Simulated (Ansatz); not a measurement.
Start from `[CH3][V](=[O])([F])[F]` and change one atom or group to get `[CH3][V](=[O])([F])[Cl]`.

Ansatz, PBE0-D4/def2-TZVP geometries, multiplicity 1. 

Scalar relativity is left out up to krypton.

```tsv
property	`[CH3][V](=[O])([F])[F]`
HOMO–LUMO gap (ωB97M-V/def2-TZVPP) / eV	10.77
HOMO energy (ωB97M-V/def2-TZVPP) / eV	-11.77
LUMO energy (PBE/def2-TZVPP) / eV	-4.49
HOMO energy (B3LYP/def2-TZVPP) / eV	-9.19
HOMO–LUMO gap (PBE/def2-TZVPP) / eV	3.39
HOMO–LUMO gap (B3LYP/def2-TZVPP) / eV	5.46
```

**Question.** Give the same properties after the change, and the shifts. (An estimate is asked.)

**Answer.** Ansatz gave: 
```
                               property  `[CH3][V](=[O])([F])[Cl]`  shift
HOMO–LUMO gap (ωB97M-V/def2-TZVPP) / eV                      10.41  -0.36
  HOMO energy (ωB97M-V/def2-TZVPP) / eV                     -11.70   0.07
      LUMO energy (PBE/def2-TZVPP) / eV                      -4.65  -0.16
    HOMO energy (B3LYP/def2-TZVPP) / eV                      -9.11   0.08
    HOMO–LUMO gap (PBE/def2-TZVPP) / eV                       3.18  -0.21
  HOMO–LUMO gap (B3LYP/def2-TZVPP) / eV                       5.21  -0.25
```

With PBE0 the HOMO rises by 0.06 eV and the LUMO falls by 0.21 eV, so the gap narrows by about 0.27 eV. PBE moves the HOMO by 0.05 eV and ωB97M-V by 0.07 eV.

B3LYP here is the variant with VWN-RPA as its local correlation; programs differ in this.
